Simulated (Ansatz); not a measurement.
CH3Cl, charge +1, doublet, geometry from GFN2-xTB (a state made from the parent by changing its charge; the spin is typed, not shown lowest); Ansatz (an electronic-structure program) with BLYP/cc-pVTZ.

Ansatz was given this input:
Ansatz 0.2 input:
```yaml
crystal:
  periodic: [false, false, false]
  atoms:
    - {symbol: C, position_ang: [-0.00131604, 0.04523262, -1.08238306]}
    - {symbol: Cl, position_ang: [0.00077875, -0.02676598, 0.64048998]}
    - {symbol: H, position_ang: [-0.03211593, 1.09416315, -1.42147319]}
    - {symbol: H, position_ang: [0.90873300, -0.42897516, -1.48626886]}
    - {symbol: H, position_ang: [-0.88195964, -0.48156210, -1.48628921]}
basis:
  gaussian:
    orbitals: cc-pVTZ
    final_grid: {core_spheres: 6, valence_spheres: 12, degree: 29}
hamiltonian:
  xc: blyp
total_charge: 1
magnetization: {spin_polarized: true, initial_magnetization: 1}
```

**Question.** Write the output that Ansatz gives for this input, abridged.

**Answer.** 
```
Functional definition: BLYP
617 factors; their error is unknown
mean field evaluation 1: about -13585.0638 eV, gradient 5.4e1 eV
mean field evaluation 2: about -13558.3563 eV, gradient 7.7e1 eV
mean field evaluation 4: about -13597.5956 eV, gradient 7.2e0 eV
mean field evaluation 8: about -13597.8724 eV, gradient 1.1e-1 eV
mean field evaluation 16: about -13597.8548 eV, gradient 1.3e-4 eV
mean field evaluation 32: about -13597.8556 eV, gradient 2.1e-2 eV
mean field evaluation 64: about -13597.8558 eV, gradient 4.5e-5 eV
mean field -13597.85581732 eV, -499.7119843289 hartree, gradient 2.5e-6 eV, S^2 0.752244; 5 other end points of the search recorded, 0 dependent functions left out
reference -13597.85605843 eV, -499.7119931895 hartree; 13, 12 occupied and 93, 94 virtual orbitals, 617 factors
Total energy: -13597.85605843 eV, -499.7119931895 hartree
```
